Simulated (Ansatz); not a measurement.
`[BH2][Al]([CH3])[CH3]` + H₂ → `[CH3][AlH][CH3]` + BH₃  (hydrogenolysis of the Al–B bond)

Calculated with Ansatz (gas phase, PBE0-D4/def2-TZVP geometries, no zero-point term in ΔE). CCSD(T)/CBS adds triple-zeta CCSD(T) − MP2 to the extrapolated MP2 energy (def2 sets, frozen cores). This one scheme is used for every species. DFT in def2-TZVPP.

`[BH2][Al]([CH3])[CH3]`:

Z-matrix (Å, degrees):
```
C
Al 1 1.964
H 1 1.097 2 109.6
H 1 1.095 2 111.2 3 117.3
H 1 1.093 2 114.1 3 -120.2
C 2 1.964 1 118.3 3 -74.8
B 2 2.124 1 121.0 3 105.6
H 6 1.094 2 111.9 1 31.4
H 6 1.093 2 113.6 1 154.2
H 6 1.097 2 109.5 1 -86.6
H 7 1.202 2 123.3 1 -88.9
H 7 1.202 2 123.3 1 91.1
```

H₂:

Cartesian coordinates in Å:
```
H 0.103 -0.082 -0.349
H -0.103 0.082 0.349
```

`[CH3][AlH][CH3]`:

Cartesian coordinates in Å:
```
C -1.302 1.135 -0.017
Al -0.273 -0.456 -0.494
C 1.452 -0.836 0.340
H -1.468 1.187 1.064
H -2.275 1.186 -0.510
H -0.747 2.042 -0.282
H -0.826 -1.470 -1.594
H 1.727 -0.118 1.117
H 1.462 -1.836 0.787
H 2.251 -0.834 -0.411
```

BH₃:

```xyz
4

B     0.000    0.000    0.000
H    -0.305   -1.128    0.243
H    -0.450    0.546   -0.961
H     0.755    0.582    0.718
```

```csv
level,ΔE (kJ/mol)
B97M-V,-56.9
r2SCAN0-D4,-46.3
ωB97M-V,-50.4
revPBE,-37.7
LC-ωPBE,-48.8
SCS-MP2/def2-QZVPP,-54.0
MP2/CBS(def2),-48.7
CCSD/CBS(def2),-49.5
```

Question: What does CCSD(T)/CBS give? (Best estimate.)

Answer: The calculation gave: -45.3 kJ/mol. The listed levels differ from it by -11.6, -1.0, -5.1, 7.6, -3.5, -8.7, -3.4, -4.2 kJ/mol.

Largest T1 diagnostic among the species: 0.010.

At CCSD(T), def2-SVP lies −8.4 kJ/mol from the extrapolated value and def2-TZVPP −1.9 kJ/mol. From PBE to PBE0 (25 % exact exchange), in def2-TZVPP and without D4, ΔE moves by −7.3 kJ/mol.
